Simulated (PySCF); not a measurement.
Sr²⁹⁺: ionisation energy

Sr²⁹⁺ [He] 2s2 2p5 [2p1/2^2 2p3/2^3, M_J = 3/2] → Sr³⁰⁺ [He] 2s2 2p4 [2p1/2^2 2p3/2^2, M_J = 2], as a difference of total energies. Computed with PySCF 2.14 in an even-tempered Gaussian basis (17 s from 10 bohr⁻², ratio 2.4; 12 p from 13 bohr⁻², ratio 2.4; 5 d from 53 bohr⁻², ratio 2.6; 4 f from 79 bohr⁻², ratio 2.6), with the two-component X2C-1e Hamiltonian. Correlated levels: nothing frozen; the 32 highest virtual spinors dropped. "Screened" scales the spin-orbit matrix elements by Boettger's factors to mimic the two-electron term; Breit and QED terms are absent.

```
                    method  ionisation energy (eV)
           GHF (spin-free)                  3513.3
          GMP2 (spin-free)                  3514.8
 GHF (screened spin-orbit)                  3494.5
GMP2 (screened spin-orbit)                  3496.0
```

For this ion Breit and QED terms and the two-electron picture change, all absent here, outweigh the correlation shift from GHF to GMP2.

The spin-free rows relax to the high-spin LS determinant and lack the spin-orbit shift.

The labels give the starting determinants; with spin-orbit coupling the two ends relaxed to ⟨J²⟩ = 3.75, ⟨L²⟩ = 2.00, ⟨S²⟩ = 0.75 and ⟨J²⟩ = 6.00, ⟨L²⟩ = 2.93, ⟨S²⟩ = 1.54.

For comparison: 3497 ± 6 eV (semi-empirical (NIST evaluation); NIST Atomic Spectra Database, ionization energies).
